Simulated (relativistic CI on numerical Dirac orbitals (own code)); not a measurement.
## Cd43+: sensitivity of the levels to the model

Base calculation: Dirac-Coulomb-Breit CI, separate exchange-only KLI orbitals for each configuration, QED by a radiative potential, unscaled Slater integrals.

CI space (outside the closed core 1s2): 2s2 2p, 2s 2p2, 2p3, 2p2 3s, 2p2 3p, 2p2 3d, 2s2 3s, 2s2 3p, 2s2 3d, 2s 2p 3s, 2s 2p 3p, 2s 2p 3d, 2s2 4s, 2s2 4p, 2s2 4d, 2s2 4f, 2s 2p 4s, 2s 2p 4p, 2s 2p 4d, 2s 2p 4f, 2s2 5s, 2s2 5p, 2s2 5d, 2s2 5f, 2s2 5g, 2s 3s2, 2s 3s 3p, 2s 3s 3d, 2s 3p2, 2s 3p 3d, 2s 2p 5s, 2s 2p 5p, 2p 3s2, 2s 2p 5d, 2s 2p 5f, 2s 2p 5g. Levels of other configurations are missing.

Variants: (1) QED terms removed. Shifts of the energy above 2s2 2p 2P°_1/2, in eV, for the lowest level and the first level of each name with at least 55 % of one term (blank where a level changes its place among those of its configuration and J or its character, or is not in the variant):

| Level | Base | Δ(1) |
| --- | --- | --- |
| 2s2 2p 2P°_1/2 | 0.00 | 0.00 |
| 2s 2p2 4P_1/2 | 136.65 | +4.11 |
| 2s2 2p 2P°_3/2 | 213.95 | -0.31 |
| 2s 2p2 4P_3/2 | 309.63 | +3.72 |
| 2s 2p2 2D_3/2 | 382.58 | +3.74 |
| 2s 2p2 2P_1/2 | 385.00 | +3.76 |
| 2s 2p2 2S_1/2 | 607.21 | +3.35 |
| 2s 2p2 2P_3/2 | 608.58 | +3.36 |
| 2p3 2D°_5/2 | 737.06 | +7.52 |
| 2p3 2P°_1/2 | 771.10 | +7.48 |
| 2s2 3s 2S_1/2 | 3982.95 | -1.10 |
| 2s2 3p 2P°_1/2 | 4031.43 | +0.17 |
| 2s 2p 3s 4P°_1/2 | 4077.47 | +2.89 |
| 2s 2p 3s 2P°_1/2 | 4110.94 | +2.91 |

At this charge energies of transitions that change n are usually good to better than 1 %, and those within a shell (Δn = 0) to a few per cent.

Ionisation energy from the two ground configurations alone: base 7115.19 eV. The NIST ASD value (semi-empirical) is 7109 eV.

LS names give the leading component of a level, which can be under half, so a name can repeat, a term be missing and a line seem to break the LS rules.
